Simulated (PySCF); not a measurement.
Molfile (atoms numbered from 1):
```
C6H8OSi
     RDKit          3D

 16 16  0  0  0  0  0  0  0  0999 V2000
   -2.6109   -1.3057   -0.2262 C   0  0  0  0  0  0  0  0  0  0  0  0
   -1.4271   -0.7264   -0.1244 C   0  0  0  0  0  0  0  0  0  0  0  0
   -0.0277   -1.1586    0.0057 C   0  0  0  0  0  0  0  0  0  0  0  0
    0.4217    0.1212    0.0355 C   0  0  0  0  0  0  0  0  0  0  0  0
    1.5976    0.7197    0.1385 O   0  0  0  0  0  0  0  0  0  0  0  0
    3.1202    0.1397    0.2828 Si  0  0  0  0  0  4  0  0  0  0  0  0
   -0.9380    0.6878   -0.0923 C   0  0  0  0  0  0  0  0  0  0  0  0
   -1.4769    1.8922   -0.1516 C   0  0  0  0  0  0  0  0  0  0  0  0
   -2.7185   -2.3769   -0.2266 H   0  0  0  0  0  0  0  0  0  0  0  0
   -3.5123   -0.7247   -0.3121 H   0  0  0  0  0  0  0  0  0  0  0  0
    0.4463   -2.1197    0.0560 H   0  0  0  0  0  0  0  0  0  0  0  0
    3.2392   -0.6651    1.4985 H   0  0  0  0  0  0  0  0  0  0  0  0
    3.8362    1.4032    0.3385 H   0  0  0  0  0  0  0  0  0  0  0  0
    3.4566   -0.6838   -0.8785 H   0  0  0  0  0  0  0  0  0  0  0  0
   -0.8732    2.7828   -0.1051 H   0  0  0  0  0  0  0  0  0  0  0  0
   -2.5408    2.0232   -0.2501 H   0  0  0  0  0  0  0  0  0  0  0  0
  1  2  2  0
  2  3  1  0
  3  4  2  0
  4  5  1  0
  5  6  1  0
  4  7  1  0
  7  8  2  0
  7  2  1  0
  1  9  1  0
  1 10  1  0
  3 11  1  0
  6 12  1  0
  6 13  1  0
  6 14  1  0
  8 15  1  0
  8 16  1  0
M  END
```

- GIAO PBE0/pcSseg-1 shieldings
- geometry: GFN2-xTB
- run in PySCF 2.14.0 with density-fitted response routines
- single conformer, rapidly exchanging positions averaged, non-relativistic Hamiltonian, isolated molecule

Chemical shifts δ = σref − σ; TMS for ¹³C (σ = 186.93 ppm), ¹H (σ = 31.72 ppm), ²⁹Si (σ = 349.16 ppm); H2O for ¹⁷O (σ = 336.08 ppm), all at this level.

| atoms | nucleus | count | Hirshfeld charge | δ (ppm) |
| --- | --- | --- | --- | --- |
| O5 | ¹⁷O | 1 | -0.18 | 108.6 |
| H12/H13/H14 | ¹H | 3 | -0.07 | ? |
| H10 | ¹H | 1 | 0.04 | 4.95 |
| C2 | ¹³C | 1 | -0.01 | 149.0 |
| H9 | ¹H | 1 | 0.04 | 4.86 |
| C4 | ¹³C | 1 | 0.09 | 171.2 |
| Si6 | ²⁹Si | 1 | 0.41 | ? |
| C8 | ¹³C | 1 | -0.11 | 99.2 |
| C3 | ¹³C | 1 | -0.07 | 127.1 |
| H16 | ¹H | 1 | 0.05 | 5.09 |
| H15 | ¹H | 1 | 0.05 | 5.13 |
| C1 | ¹³C | 1 | -0.13 | 95.5 |
| C7 | ¹³C | 1 | -0.01 | ? |
| H11 | ¹H | 1 | 0.05 | ? |

Complete the table.

Results:


- C7: 156.2 ppm, fully substituted alkene carbon; as expected for a trigonal carbon in a double bond
- H11: 6.09 ppm, hydrogen on a β carbon of an enol-ether or enamine type C=C; olefinic region
- H12/H13/H14: 5.08 ppm, hydrogen on a silicon bonded to O
- Si6: -36.9 ppm, silicon bonded to O, 3 H

Shifts are as computed. Against solution values, carbons near 30 ppm lie about +3 ppm off and those near 130 ppm about +5 ppm (rms about the fit 2.1 ppm; single classes can miss by 10 ppm). Of 1328 compounds with measured shifts, 309 miss one by over three times the rms of a fit or turn the order of signals round; such compounds aren't used in these exercises. Signals without a measured value on file couldn't be tested in this way; 1H shifts scatter by 0.2 ppm about their fit, and single ones miss by 0.5 ppm. Experimental scales use liquid or dissolved standards, which lie at an offset from isolated H2O (liquid H2O: subtract about 36 ppm).
